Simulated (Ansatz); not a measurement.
One change: `[SiH3][O][GaH2]` becomes `[SiH3][O][GaH][SH]`.

Ansatz, PBE0-D4/def2-TZVP geometries, multiplicity 1. Each molecule was computed in one conformer, which needn't be the lowest.

Scalar relativity is left out up to krypton.

```
                                                                                  property  `[SiH3][O][GaH2]`
                                                     HOMO energy (ωB97M-V/def2-TZVPP) / eV             -10.64
                                                        HOMO energy (PBE0/def2-TZVPP) / eV              -8.36
                                                   HOMO–LUMO gap (ωB97M-V/def2-TZVPP) / eV              10.85
ideal-gas entropy at 298 K and 1 bar (rigid rotor, harmonic PBE0-D4/def2-TZVP) / J/(mol·K)                332
                                                       HOMO–LUMO gap (PBE/def2-TZVPP) / eV               4.69
                                                       HOMO energy (B3LYP/def2-TZVPP) / eV              -8.16
```

**Question.** What does the change do to each property? (Best estimate.)

**Answer.** Computed: 
| property | `[SiH3][O][GaH][SH]` | shift |
| --- | --- | --- |
| HOMO energy (ωB97M-V/def2-TZVPP) / eV | -10.08 | 0.56 |
| HOMO energy (PBE0/def2-TZVPP) / eV | -7.88 | 0.48 |
| HOMO–LUMO gap (ωB97M-V/def2-TZVPP) / eV | 10.67 | -0.18 |
| ideal-gas entropy at 298 K and 1 bar (rigid rotor, harmonic PBE0-D4/def2-TZVP) / J/(mol·K) | 372 | 40 |
| HOMO–LUMO gap (PBE/def2-TZVPP) / eV | 4.78 | 0.09 |
| HOMO energy (B3LYP/def2-TZVPP) / eV | -7.63 | 0.53 |

With PBE0 the HOMO rises by 0.48 eV and the LUMO rises by 0.37 eV, so the gap narrows by about 0.11 eV. PBE moves the HOMO by 0.31 eV and ωB97M-V by 0.56 eV. The zero-point energy changes by 8.6 kJ/mol with +3 modes. Modes under 60 cm⁻¹, often nearly free rotors, make the harmonic entropy too high.

B3LYP here is the variant with VWN-RPA as its local correlation; programs differ in this.
